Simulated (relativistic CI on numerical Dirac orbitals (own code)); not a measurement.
Ligand-field terms of d5

Computed with a parametric ligand-field model of a d^n configuration (Racah B and C, spin-orbit zeta, crystal field), exact diagonalisation.

Field parameters in Wybourne normalisation: Oh B⁴₀ = 21Dq, B⁴₄ = √(5/14) B⁴₀; Td as Oh with Dq negative (B⁴₀ = 21Dq, B⁴₄ = √(5/14) B⁴₀). The field is a parameter set, without covalency.

Q: Ground term and bands for B = 450, C = 2250, ζ = 0 cm⁻¹, Td, 10Dq = -3650 cm⁻¹?

A: Ground term 6A1 with 2.00 electrons in the two orbitals of the cubic e set. Spin-allowed: none. Lowest spin-forbidden: 4T1 13541 cm⁻¹ (738 nm), 4T2 15084 cm⁻¹ (663 nm), 4A1+E 15750 cm⁻¹ (635 nm). A high-spin d5 ion has no spin-allowed d-d band, hence its pale colour.

Q: Ground term and bands for B = 650, C = 2700, ζ = 0 cm⁻¹, Oh, 10Dq = 37900 cm⁻¹?

A: Ground term 2T2 with 0.02 electrons in the two orbitals of the cubic e set. Spin-allowed: 2A2 34245 cm⁻¹ (292 nm), 2T1 34477 cm⁻¹ (290 nm), 2T2 36366 cm⁻¹ (275 nm), 2E 37810 cm⁻¹ (264 nm). Lowest spin-forbidden: 4T1 24809 cm⁻¹ (403 nm), 4T2 29799 cm⁻¹ (336 nm), 6A1 40257 cm⁻¹ (248 nm).

Q: Ground term and bands for B = 480, C = 2470, ζ = 0 cm⁻¹, Oh, 10Dq = 18450 cm⁻¹?

A: Ground term 2T2 with 0.05 electrons in the two orbitals of the cubic e set. Spin-allowed: 2A2 15673 cm⁻¹ (638 nm), 2T1 15824 cm⁻¹ (632 nm), 2T2 17088 cm⁻¹ (585 nm), 2E 18333 cm⁻¹ (545 nm). Lowest spin-forbidden: 6A1 6404 cm⁻¹ (1562 nm), 4T1 7268 cm⁻¹ (1376 nm), 4T2 10779 cm⁻¹ (928 nm).

Q: Ground term and bands for B = 370, C = 1360, ζ = 0 cm⁻¹, Oh, 10Dq = 22700 cm⁻¹?

A: Ground term 2T2 with 0.02 electrons in the two orbitals of the cubic e set. Spin-allowed: 2A2 20733 cm⁻¹ (482 nm), 2T1 20870 cm⁻¹ (479 nm), 2T2 21955 cm⁻¹ (455 nm), 2E 22702 cm⁻¹ (440 nm). Lowest spin-forbidden: 4T1 15896 cm⁻¹ (629 nm), 4T2 18757 cm⁻¹ (533 nm), 6A1 26861 cm⁻¹ (372 nm).

Q: Ground term and bands for B = 850, C = 3750, ζ = 0 cm⁻¹, Oh, 10Dq = 22500 cm⁻¹?

A: Ground term 6A1 with 2.00 electrons in the two orbitals of the cubic e set. Spin-allowed: none. Lowest spin-forbidden: 2T2 2467 cm⁻¹, 4T1 7872 cm⁻¹ (1270 nm), 4T2 13836 cm⁻¹ (723 nm). A high-spin d5 ion has no spin-allowed d-d band, hence its pale colour.
